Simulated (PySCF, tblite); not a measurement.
C7H11NO.
Z-matrix (Å and degrees, GFN2-xTB geometry), rows numbered from 1:
```
C 
O   1  1.4053
C   2  1.4204  1  113.19
C   3  1.4937  2  113.40  1   -66.62
C   4  1.3745  3  129.89  2   114.09
C   5  1.4060  4  107.36  3  -179.05
C   6  1.3691  5  106.89  4     0.44
N   7  1.3568  6  108.83  5    -0.05
C   8  1.4360  4  125.37  3    -1.93
H   1  1.0970  2  110.96  3   -61.28
H   1  1.0882  2  106.49  3   179.62
H   1  1.0961  2  111.54  3    60.04
H   3  1.0995  2  109.95  1    55.42
H   3  1.0951  2  104.64  1   172.16
H   5  1.0725  4  126.01  3     1.30
H   6  1.0718  5  126.55  4  -179.87
H   7  1.0728  6  130.13  5   179.54
H   9  1.0901  8  109.85  4    39.57
H   9  1.0947  8  110.90  4   -80.53
H   9  1.0892  8  109.45  4   159.64
```

Theory: PBE0/pcSseg-1 in PySCF (dipole) on a GFN2-xTB geometry, gas phase.

Masses are those of the commonest isotopes; rigid-rotor values at the optimised geometry. The values belong to one conformer with, in the numbering `[CH3:1][O:2][CH2:3][c:4]1[cH:5][cH:6][cH:7][n:8]1[CH3:9]`, C1–O2–C3–C4 -67°, O2–C3–C4–C5 114°.

Q: Give the principal moments of inertia and the rotational constants in MHz.

A: Ia = 186.73, Ib = 379.43, Ic = 477.67 u·Å²; 505379 MHz·u·Å²/I gives A = 2706, B = 1332, C = 1058 MHz.

Q: Classify the top.

A: An asymmetric top. Ray's parameter κ = (2B − A − C)/(A − C) = -0.668; −1 is the prolate and +1 the oblate limit.

Q: Is it planar, by Δ = Ic − Ia − Ib?

A: Not planar: Δ = Ic − Ia − Ib = -88.48 u·Å². For a rigid frame Δ = −2 Σ m c², so Σ m c² = 44.24 u·Å² lies off the ab plane: 13.65 from hydrogen and 30.59 from heavier atoms. The atom farthest from that plane is 1.78 Å away.

Q: Give the coordinates in the principal-axis frame, origin at the centre of mass.

A: The sense of each axis is arbitrary; atoms in the order of the calculation.
```csv
atom,mass (u),a (Å),b (Å),c (Å)
C1,12.000,2.402,-0.658,-0.977
O2,15.995,2.162,0.296,0.026
C3,12.000,1.231,-0.143,1.004
C4,12.000,-0.152,-0.321,0.469
C5,12.000,-0.901,-1.465,0.325
C6,12.000,-2.130,-1.092,-0.249
C7,12.000,-2.083,0.263,-0.443
N8,14.003,-0.883,0.726,-0.012
C9,12.000,-0.457,2.097,-0.033
H10,1.008,2.827,-1.576,-0.552
H11,1.008,3.118,-0.211,-1.664
H12,1.008,1.483,-0.915,-1.517
H13,1.008,1.566,-1.095,1.441
H14,1.008,1.257,0.631,1.779
H15,1.008,-0.601,-2.455,0.605
H16,1.008,-2.945,-1.744,-0.492
H17,1.008,-2.815,0.927,-0.861
H18,1.008,0.599,2.152,-0.297
H19,1.008,-0.598,2.565,0.947
H20,1.008,-1.042,2.648,-0.769
```

Q: List the rotational levels J(Ka,Kc) to J = 3 (MHz).

A: Above 0(0,0):
J = 1: 1(0,1) 2390, 1(1,1) 3764, 1(1,0) 4038
J = 2: 2(0,2) 7133, 2(1,2) 8270, 2(1,1) 9092, 2(2,1) 13216, 2(2,0) 13253
J = 3: 3(0,3) 14159, 3(1,3) 15008, 3(1,2) 16648, 3(2,2) 20386, 3(2,1) 20567, 3(3,1) 27965, 3(3,0) 27968

Q: Predict some low-J microwave lines.

A: The dipole components are |μa| = 0.03 D, |μb| = 0.87 D, |μc| = 0.29 D. Intensities carry the squares of the components, which stand as 0.00 : 1.00 : 0.11 (a : b : c). Some lines, for components of 0.1 D or more:

| type | branch | J(Ka,Kc) | MHz | lower level (cm⁻¹) |
| --- | --- | --- | --- | --- |
| c | Q | 4(1,4) ← 4(0,4) | 571 | 0.780 |
| b | R | 4(2,2) ← 3(3,1) | 2468 | 0.933 |
| c | Q | 3(2,2) ← 3(1,2) | 3738 | 0.555 |
| c | R | 1(1,0) ← 0(0,0) | 4038 | 0.000 |
| c | Q | 2(2,1) ← 2(1,1) | 4124 | 0.303 |
| b | Q | 2(2,1) ← 2(1,2) | 4945 | 0.276 |
| b | R | 2(1,2) ← 1(0,1) | 5881 | 0.080 |
| b | R | 4(1,3) ← 3(2,2) | 6286 | 0.680 |
| c | R | 2(1,1) ← 1(0,1) | 6702 | 0.080 |
| b | Q | 3(3,0) ← 3(2,1) | 7402 | 0.686 |
| b | Q | 4(3,2) ← 4(2,3) | 7674 | 0.998 |
| b | R | 2(2,0) ← 1(1,1) | 9488 | 0.126 |
| b | R | 3(2,2) ← 2(1,1) | 11293 | 0.303 |
| b | R | 3(2,1) ← 2(1,2) | 12296 | 0.276 |
| c | R | 4(1,3) ← 3(0,3) | 12513 | 0.472 |
| b | R | 4(2,3) ← 3(1,2) | 13269 | 0.555 |
| b | R | 3(3,1) ← 2(2,0) | 14712 | 0.442 |
| c | R | 3(3,0) ← 2(2,0) | 14715 | 0.442 |
| c | R | 3(3,1) ← 2(2,1) | 14749 | 0.441 |
| c | R | 4(3,1) ← 3(2,1) | 17046 | 0.686 |
| c | R | 4(3,2) ← 3(2,2) | 17205 | 0.680 |
| b | R | 4(4,1) ← 3(3,0) | 20144 | 0.933 |

Its GFN2-xTB frequencies are all real (lowest 57 cm⁻¹). These are rigid-rotor constants of the computed structure; measured ground-state constants (B0) also hold zero-point vibration. A rigid rotor knows nothing of internal rotation, which can split or shift real lines. Quadrupole hyperfine structure (14N) is left out.
